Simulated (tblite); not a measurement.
Species: SiF5 (charge -1).
Atom-mapped SMILES: `[F:1][Si-:2]([F:3])([F:4])([F:5])[F:6]`

Computed with GFN2-xTB (tblite), gas phase: Langevin dynamics at 600 K from the optimised GFN2-xTB geometry, time step 0.5 fs, friction 0.01 fs⁻¹, 2000 steps. The instantaneous temperature is 2·E(kin)/(3Nk) with all 3N coordinates.

```
t (fs)  T (K)  E(pot) above start (eV)  F1–Si2 (Å)  Si2–F3 (Å)  Si2–F4 (Å)  Si2–F5 (Å)  Si2–F6 (Å)
     0    277                    0.000       1.628       1.628       1.654       1.654       1.628
    50    368                    0.180       1.664       1.646       1.602       1.641       1.594
   100    376                    0.202       1.652       1.631       1.614       1.668       1.601
   150    417                    0.198       1.642       1.617       1.671       1.785       1.591
   200    460                    0.091       1.618       1.638       1.671       1.656       1.631
   250    708                    0.195       1.675       1.654       1.660       1.680       1.634
   300    593                    0.309       1.640       1.762       1.669       1.668       1.589
   350    670                    0.201       1.638       1.646       1.669       1.676       1.583
   400    539                    0.404       1.653       1.656       1.626       1.626       1.578
   450    576                    0.276       1.651       1.627       1.623       1.670       1.633
   500    906                    0.379       1.707       1.653       1.656       1.649       1.672
   550    917                    0.604       1.851       1.692       1.654       1.647       1.587
   600    616                    0.441       1.662       1.689       1.716       1.659       1.571
   650    963                    0.287       1.620       1.665       1.653       1.737       1.630
   700    717                    0.349       1.577       1.611       1.608       1.785       1.637
   750    491                    0.285       1.645       1.698       1.576       1.673       1.701
   800    777                    0.346       1.621       1.736       1.675       1.686       1.651
   850    701                    0.375       1.640       1.663       1.808       1.608       1.630
   900    967                    0.515       1.645       1.684       1.832       1.546       1.655
   950    666                    0.353       1.625       1.677       1.684       1.602       1.617
  1000    828                    0.299       1.688       1.684       1.571       1.656       1.622
```

Q: From 500 fs on, how do temperature and potential energy compare with equipartition?

A: The mean temperature of these 11 frames is 777 K against the target 600 K, and the mean potential energy 0.38 eV against 12 × kT/2 = 0.31 eV for 12 classical harmonic modes. For 6 atoms in a canonical ensemble the temperature itself scatters by T·√(2/(3N)) = 200 K; here its standard deviation is 148 K. These frames run hotter than the target by 30 %; at their own mean temperature equipartition would give 0.40 eV. The whole run lasts only 10 friction times of 100 fs, so these averages carry a wide statistical error.

Q: What are the kinetic and total energies of the listed frame with the highest potential energy?

A: The one at 550 fs, 0.604 eV above the start. Its kinetic energy is 3NkT/2 = 0.711 eV at 917 K, so the sum is 1.31 eV; over the listed frames the sum runs from 0.22 to 1.31 eV, since the thermostat adds and removes energy.

Q: How much do the listed bonds fluctuate from 500 fs on?

A: 
```json
{"bond": "F1–Si2", "at the start (Å)": "1.628", "mean (Å)": "1.662", "standard deviation (Å)": "0.068"}
{"bond": "Si2–F3", "at the start (Å)": "1.628", "mean (Å)": "1.678", "standard deviation (Å)": "0.030"}
{"bond": "Si2–F4", "at the start (Å)": "1.654", "mean (Å)": "1.676", "standard deviation (Å)": "0.080"}
{"bond": "Si2–F5", "at the start (Å)": "1.654", "mean (Å)": "1.659", "standard deviation (Å)": "0.062"}
{"bond": "Si2–F6", "at the start (Å)": "1.628", "mean (Å)": "1.634", "standard deviation (Å)": "0.035"}
```

The motion is classical and holds no zero-point motion.

What follows is the cost of the whole dynamics run. The run took 4.4 s wall on one thread of an AMD EPYC 9R14, shared host, and the process peaked at 0.18 GiB of memory.
